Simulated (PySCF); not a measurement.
## Static response to an electric field

Species: AlH2(OiPr), C₃H₉AlO.
Geometry (PBE0-D3(BJ)/def2-SVP, Å), atoms numbered from 1 in this order:
```
atom  x, y, z in Å
Al1    0.899    1.857   -1.241
H2     2.243    2.395   -1.877
H3    -0.509    2.566   -1.433
O4     1.052    0.443   -0.316
C5     0.340   -0.481    0.457
C6    -0.207   -1.588   -0.430
C7    -0.754    0.194    1.269
H8     1.061   -0.936    1.163
H9    -0.950   -1.181   -1.136
H10   -0.696   -2.373    0.166
H11    0.605   -2.049   -1.011
H12   -0.332    0.996    1.894
H13   -1.515    0.637    0.606
H14   -1.258   -0.525    1.933
```

Level: CAM-B3LYP/def2-SVPD (PySCF), static field, nuclei fixed, core orbitals frozen in the response. The polarisability tensor in these axes (au):

```
x   66.95  2.74 -4.30
y    2.74 73.39 -4.95
z   -4.30 -4.95 67.39
```

**Question.** What are the eigenvalues, a third of the trace, and Δα (Δα² = ½Σ(αi − αj)² over the three pairs)?

**Answer.** Principal values 62.59, 67.08 and 78.07 au; mean 69.24 au = 10.26 Å³ = 11.42 × 10⁻⁴⁰ C²·m²/J; Δα = 13.80 au (20 % of the mean).

**Question.** What is the dipole moment, and where does it point?

**Answer.** (-0.87, -0.48, 0.51) D, 1.12 D in size, pointing from the negative to the positive side. Measured along this direction, the outermost atoms are H2 at the negative end and H14 at the positive end.

**Question.** Give the eigenvalues of the traceless quadrupole moment Θ = ½Σq(3rr − r²1), origin at the centre of nuclear charge.

**Answer.** -5.25, 0.09, 5.16 D·Å. The values depend on the origin, since the dipole doesn't vanish. The electronic extent ⟨r²⟩ about the same centre is 672 bohr², a root-mean-square distance of 1.98 Å for the 48 electrons.

**Question.** Orientational against electronic polarisability at 500 K (dilute gas, rigid molecules)?

**Answer.** In Gaussian units μ²/3kT = 6.08 Å³ against 10.26 Å³, a ratio of 0.59; the Debye molar polarisation (4π/3)N_A(α + μ²/3kT) is 41.2 cm³/mol, leaving out the vibrational part.

**Question.** Find the Langevin capture rate constant for H3+ (3.023 u) meeting this molecule (88.047 u), k = 2.342 × 10⁻⁹ cm³/s × √(α in Å³ / reduced mass in u).

**Answer.** The reduced mass is 2.92 u, so k = 4.39 × 10⁻⁹ cm³/s. The formula leaves out the permanent dipole, which adds to the capture rate.

Isolated species at its PBE0-D3(BJ)/def2-SVP geometry (one conformer only).

These values come from a run that also computed excited states. Time: 29 s of wall time (with the writing of density and orbital grids); peak memory 0.91 GiB. Hardware: one thread of an Arm Neoverse V2, on a shared host.
